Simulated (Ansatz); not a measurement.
One change: `[NH2][Al]([OH])[CH]=O` becomes `[NH2][Al]([OH])[SiH2]Cl`.

Ansatz, PBE0-D4/def2-TZVP geometries, multiplicity 1. Each molecule was computed in one conformer, which needn't be the lowest.

| property | `[NH2][Al]([OH])[CH]=O` |
| --- | --- |
| HOMO energy (PBE0/def2-TZVPP) / eV | -6.52 |
| LUMO energy (ωB97M-V/def2-TZVPP) / eV | 0.53 |
| HOMO energy (PBE/def2-TZVPP) / eV | -5.09 |
| LUMO energy (PBE/def2-TZVPP) / eV | -2.73 |
| size of the dipole moment (ωB97M-V/def2-TZVPP) / D | 2.99 |
| LUMO energy (B3LYP/def2-TZVPP) / eV | -1.88 |

Question: What does the change do to each property? (Best estimate.)

Answer: Ansatz gave: 
```csv
property,`[NH2][Al]([OH])[SiH2]Cl`,shift
HOMO energy (PBE0/def2-TZVPP) / eV,-7.65,-1.13
LUMO energy (ωB97M-V/def2-TZVPP) / eV,0.98,0.45
HOMO energy (PBE/def2-TZVPP) / eV,-6.23,-1.14
LUMO energy (PBE/def2-TZVPP) / eV,-1.46,1.27
size of the dipole moment (ωB97M-V/def2-TZVPP) / D,2.89,-0.10
LUMO energy (B3LYP/def2-TZVPP) / eV,-0.87,1.01
```

With PBE0 the HOMO falls by 1.13 eV and the LUMO rises by 0.92 eV, so the gap widens by about 2.05 eV. PBE moves the HOMO by -1.14 eV and ωB97M-V by -0.90 eV. Dipoles are sizes alone; their direction can turn.

B3LYP here is the variant with VWN-RPA as its local correlation; programs differ in this.
